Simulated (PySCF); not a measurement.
InClI2, SMILES [Cl][In]([I])[I]. The structure is a stationary point at B3LYP-D3(BJ)/def2-SVP. The structure was generated by enumeration; whether it is a known compound was not checked. The def2 effective core potentials stand for the cores of I, In; spin–orbit coupling is left out.

### Question
Give the equilibrium geometry at B3LYP-D3(BJ)/def2-SVP (PySCF confirms it by a frequency run) as Cartesian coordinates in Å, and its point group. (An estimate is asked for; the answer gives what the named calculation found.)

### Answer
point group C2v.
```xyz
4

In     0.0000     0.0000    -0.5599
Cl     0.0000     0.0000    -2.9126
I      0.0000    -2.3447     0.7259
I      0.0000     2.3447     0.7259
```
